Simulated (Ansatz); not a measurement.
Start from `C[Si](N)(N)F` and change one atom or group to get `C=C[Si](N)(N)F`.

Ansatz, PBE0-D4/def2-TZVP geometries, multiplicity 1. Each molecule was computed in one conformer, which needn't be the lowest.

```
                                          property  `C[Si](N)(N)F`
                 HOMO energy (PBE/def2-TZVPP) / eV           -5.96
                LUMO energy (PBE0/def2-TZVPP) / eV            0.84
size of the dipole moment (ωB97M-V/def2-TZVPP) / D            1.79
             HOMO–LUMO gap (B3LYP/def2-TZVPP) / eV            7.65
             LUMO energy (ωB97M-V/def2-TZVPP) / eV            2.20
                HOMO energy (PBE0/def2-TZVPP) / eV           -7.42
```

(1) What does the change do to each property? (Best estimate.)

## Answers

(1) Ansatz gave: 
```
                                          property  `C=C[Si](N)(N)F`  shift
                 HOMO energy (PBE/def2-TZVPP) / eV             -5.99  -0.03
                LUMO energy (PBE0/def2-TZVPP) / eV             -0.31  -1.15
size of the dipole moment (ωB97M-V/def2-TZVPP) / D              1.70  -0.09
             HOMO–LUMO gap (B3LYP/def2-TZVPP) / eV              6.62  -1.03
             LUMO energy (ωB97M-V/def2-TZVPP) / eV              1.78  -0.42
                HOMO energy (PBE0/def2-TZVPP) / eV             -7.39   0.03
```

Dipoles are sizes alone; their direction can turn.

Positive LUMOs are unbound, so they and the gaps depend on the basis.

B3LYP here is the variant with VWN-RPA as its local correlation; programs differ in this.
